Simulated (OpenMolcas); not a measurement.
Mo III.

* Program: OpenMolcas 26.06
* Method: RASSCF
* Basis: ANO-RCC-VQZP [8s7p5d3f2g1h]
* Scalar Hamiltonian: DKH2, point nucleus
* Active space: 10 electrons in 8 orbitals (RAS1 4p, at most 2 holes; RAS2 4d)
* State averaging: 2S+1 = 5 even, 5 roots; 2S+1 = 3 even, 45 roots; 2S+1 = 1 even, 50 roots
* Spin-orbit coupling: state interaction with AMFI integrals over the reference wave functions, term energies averaged over their components

Levels without dynamic correlation, in cm-1 above 4d4 5D0:

| Level | E |
| --- | --- |
| 4d4 3P0(1) | 14290 |
| 4d4 3H4 | 16723 |
| 4d4 3F2(1) | 17636 |
| 4d4 3G3 [74 %] | 20347 |

On this reference, MS-RASPT2, IPEA 0.25 Eh, imaginary shift 0.1 Eh (closed shells correlated: 4s) puts 4d4 3P0(1) at 12050 cm-1.

Q: Estimate the other levels at that method by one scale factor, and say how well it serves.

A: The factor is 12050 / 14290 = 0.843. Scaled values beside those that MS-RASPT2 gives and measured ones (Sugar and Musgrove, J. Phys. Chem. Ref. Data 17, 155 (1988)):
```json
{"Level": "4d4 3H4", "Scaled": "14097", "MS-RASPT2": "13150", "Miss (%)": "+7.2", "Measured": "12680"}
{"Level": "4d4 3F2(1)", "Scaled": "14867", "MS-RASPT2": "14890", "Miss (%)": "-0.2", "Measured": ""}
{"Level": "4d4 3G3 [74 %]", "Scaled": "17153", "MS-RASPT2": "16740", "Miss (%)": "+2.5", "Measured": "15871"}
```
For these levels the scaled values miss MS-RASPT2 by up to 7.2 %, as correlation changes each term by its own factor, spin-orbit parts do not scale and CASPT2 has its own spread within terms. This holds within one configuration; levels of others move differently, and the target method has errors of its own against measurement.

CASPT2 does not keep the components of a term degenerate, so their means are used; among the terms shown or strongly mixed into the levels shown the widest spread is 590 cm-1 (4d4 3H, MS-RASPT2). Active for correlation alone: 4p; no level in the range computed is led by a configuration that opens it, so any true level of that kind is missing. Without dynamic correlation excited terms often stand tens of per cent too high (terms of higher spin than the ground term too low), and those without a measured partner can miss by more than the paired ones (holds for RASSCF). The CASPT2 spread within a term exceeds the gap to the next term for 4d4 3H and 4d4 3P(1), so the order of their levels is uncertain (holds for MS-RASPT2). Computed and measured levels are paired by configuration, term and J; levels that our copy of the source lacks, or whose pairing is in doubt (as where it misses far off the trend of its configuration), stay unpaired and out of the deviations. Levels of configurations outside the active space are missing.

A share in square brackets marks a mixed level and gives the weight of the term that names it, the lowest over the columns. A number in round brackets counts repeated terms of one configuration in the order of the reference energies.
